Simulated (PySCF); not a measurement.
Species: `CCC(=C)/C=C\C#N`. The columns A, B, C and D hold Mulliken, IAO, Hirshfeld and ESP-fitted charges (e) of one PBE0/pcSseg-1 density (PySCF), in a shuffled order. Coordinates in Å (GFN2-xTB); the density's dipole moment is (0.12, -0.52, 3.96) D.

```csv
atom,x,y,z,A,B,C,D
C1,0.097,-1.052,1.973,-0.079,-0.295,-0.032,-0.463
C2,-0.182,-0.480,0.797,+0.015,+0.017,-0.379,-0.061
C3,-1.182,0.568,0.756,-0.009,-0.094,+0.010,+0.052
C4,-1.673,1.236,-0.301,-0.038,-0.221,-0.129,-0.528
C5,-1.333,1.089,-1.655,+0.086,+0.135,+0.078,+0.566
N6,-1.119,1.041,-2.783,-0.211,-0.247,-0.247,-0.509
C7,0.553,-0.889,-0.448,-0.068,-0.263,-0.167,+0.219
C8,1.685,0.092,-0.760,-0.118,-0.410,-0.259,-0.253
H9,0.825,-1.840,2.057,+0.053,+0.155,+0.114,+0.210
H10,-0.395,-0.758,2.885,+0.050,+0.150,+0.113,+0.190
H11,-1.589,0.829,1.726,+0.058,+0.161,+0.104,+0.138
H12,-2.434,1.993,-0.143,+0.068,+0.187,+0.153,+0.229
H13,-0.132,-0.932,-1.296,+0.036,+0.153,+0.158,+0.002
H14,0.975,-1.886,-0.302,+0.045,+0.142,+0.120,-0.004
H15,2.382,0.142,0.074,+0.035,+0.139,+0.110,+0.071
H16,2.223,-0.230,-1.647,+0.046,+0.148,+0.124,+0.064
H17,1.292,1.089,-0.943,+0.032,+0.143,+0.129,+0.077
```

Q: Which column most likely holds the ESP-fitted charges?

A: D. Σ q r misses the density's dipole by 0.02 D (D), 0.54 D (B), 1.07 D (A), 1.24 D (C). Charges fitted to the outside potential are the only set here that is tied to the molecule's multipoles.

Q: And the Hirshfeld charges?

A: A. The mean sizes are 0.062 e (A), 0.143 e (C), 0.180 e (B), 0.214 e (D), and Hirshfeld charges are commonly the smallest of these schemes.

As computed, A = Hirshfeld, B = IAO, C = Mulliken, D = ESP-fitted. Hydrogens on carbon: Hirshfeld +0.03 to +0.07, IAO +0.14 to +0.19, Mulliken +0.10 to +0.16, ESP-fitted 0.00 to +0.23 e.

The Mulliken scheme counts on each atom the diagonal of the density matrix times the overlap matrix over that atom's basis functions. The ESP scheme fits charges at the nuclei, held to the total charge, to the electrostatic potential on points at 1.4 to 2.0 times the van der Waals radii.

Geometry: GFN2-xTB, one conformer, isolated molecule.

The run behind these numbers computed NMR shieldings as well. The run took 23 s on an x86-64 server with one thread (shared host).

The values belong to the conformer `[CH2:1]=[C:2](/[CH:3]=[CH:4]\[C:5]#[N:6])[CH2:7][CH3:8]`: C1–C2–C3–C4 -176°, C1–C2–C7–C8 -98°.
